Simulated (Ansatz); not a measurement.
# Molecular dynamics of H$_{8}$OSi$_{3}$

Input:

```yaml
crystal:
  periodic: [false, false, false]
  atoms:
    - { symbol: Si, position_ang: [-0.089412, -0.134417, 0.135915] }
    - { symbol: Si, position_ang: [0.154938, 0.179497, 2.371041] }
    - { symbol: H, position_ang: [-1.102248, 0.051796, 3.074769] }
    - { symbol: H, position_ang: [1.081374, -0.76698, 2.951593] }
    - { symbol: H, position_ang: [0.664558, 1.509082, 2.626615] }
    - { symbol: H, position_ang: [1.097294, 0.327887, -0.556195] }
    - { symbol: H, position_ang: [-1.206413, 0.67449, -0.333942] }
    - { symbol: O, position_ang: [-0.272882, -1.759083, -0.373082] }
    - { symbol: Si, position_ang: [-1.669577, -2.542404, 0.211924] }
    - { symbol: H, position_ang: [-1.646209, -2.68018, 1.659802] }
    - { symbol: H, position_ang: [-2.892904, -1.838479, -0.139506] }
    - { symbol: H, position_ang: [-1.679918, -3.85651, -0.391934] }
basis:
  gaussian: { orbitals: STO-3G }
hamiltonian:
  xc: r2scan
  dispersion: d4
md:
  timestep: 0.5
  n_steps: 300
  ensemble: nvt_langevin
  temperature: 1000.0
  initial_velocities: maxwell_boltzmann
  seed: 413676
  friction: 0.05
```

Command:

```bash
$ ansatz run input.yaml --threads 1 --pin off --max-ram 2048MiB --backend cpu --events-out ev --progress --plain --runs-dir out
```

It starts from a relaxed structure.

Output, in part (step lines, the closing report, with atoms numbered from 0):

```
md step     0: t =     0.00 fs  T =   916.7 K  F+E_penalty+E_count = -25506.36018628 eV  E_kin = 1.421860 eV  (21 SCF iters)
[... lines left out ...]
Total energy: -25505.04051566 eV, -937.2929510130 hartree
Atom 0 at     0.267001    -0.160897     0.137520 Å, force    -0.187265     1.176245     2.712062 eV/Å
Atom 1 at     0.512908     0.187177     2.440178 Å, force     3.418464    -2.603188    -1.531315 eV/Å
Atom 2 at    -0.701859     0.777021     2.559379 Å, force    -2.072713     1.884256     1.586419 eV/Å
Atom 3 at     0.656276    -1.036960     3.310210 Å, force    -0.362758     1.208981    -0.897082 eV/Å
Atom 4 at     1.833767     0.856748     2.583245 Å, force    -1.308933     0.342903     0.262172 eV/Å
Atom 5 at     1.577133    -0.446413    -0.270214 Å, force     1.088698     0.041481    -1.286430 eV/Å
Atom 6 at    -0.319760     1.125564    -0.399149 Å, force     0.483775    -1.290771     0.001574 eV/Å
Atom 7 at    -0.603849    -1.580290    -0.113757 Å, force     0.565745     0.217784    -1.658911 eV/Å
Atom 8 at    -1.668256    -2.035060     1.042282 Å, force    -3.200422    -1.242751     0.660288 eV/Å
Atom 9 at    -1.194009    -2.152943     2.380971 Å, force     0.765448    -0.509995     0.370880 eV/Å
Atom 10 at    -2.828726    -1.196695     1.325601 Å, force     0.199280     0.419125    -0.578288 eV/Å
Atom 11 at    -2.292455    -3.274030     0.541568 Å, force     0.610681     0.355931     0.358629 eV/Å
Dipole moment:     0.071880     0.196448     0.043236 e Å
```

The steps, from the saved trajectory:

| time (fs) | T (K) | potential energy less start (eV) |
| --- | --- | --- |
| 0 | 917 | 0.000 |
| 5 | 664 | 0.637 |
| 10 | 691 | 0.959 |
| 15 | 752 | 0.929 |
| 20 | 973 | 1.175 |
| 25 | 1011 | 1.237 |
| 30 | 984 | 1.368 |
| 35 | 822 | 1.387 |
| 40 | 1270 | 1.306 |
| 45 | 987 | 1.313 |
| 50 | 951 | 1.014 |
| 55 | 1230 | 0.905 |
| 60 | 1144 | 1.599 |
| 65 | 1131 | 1.306 |
| 70 | 1266 | 1.355 |
| 75 | 981 | 1.251 |
| 80 | 1021 | 0.927 |
| 85 | 885 | 0.939 |
| 90 | 881 | 1.216 |
| 95 | 916 | 1.311 |
| 100 | 1066 | 1.144 |
| 105 | 802 | 1.415 |
| 110 | 1066 | 1.565 |
| 115 | 1138 | 1.462 |
| 120 | 663 | 1.654 |
| 125 | 906 | 1.559 |
| 130 | 1057 | 1.367 |
| 135 | 860 | 1.312 |
| 140 | 887 | 1.371 |
| 145 | 964 | 1.700 |
| 150 | 999 | 1.320 |

All steps were run. A run of 0.15 ps of so small a system gives no equilibrium averages. Limits of this set-up: minimal basis.

The same pairs are bonded in the first frame and the last. Pairs count as bonded within 1.25 times the sum of covalent radii (0.12 Å more for H–H).

Last frame:

```xyz
12
Properties=species:S:1:pos:R:3
Si 0.267 -0.161 0.138
Si 0.513 0.187 2.440
H -0.702 0.777 2.559
H 0.656 -1.037 3.310
H 1.834 0.857 2.583
H 1.577 -0.446 -0.270
H -0.320 1.126 -0.399
O -0.604 -1.580 -0.114
Si -1.668 -2.035 1.042
H -1.194 -2.153 2.381
H -2.829 -1.197 1.326
H -2.292 -3.274 0.542
```

Run time: 16 min on 1 thread of Arm Neoverse V2, on a shared host, peak memory 0.12 GiB.
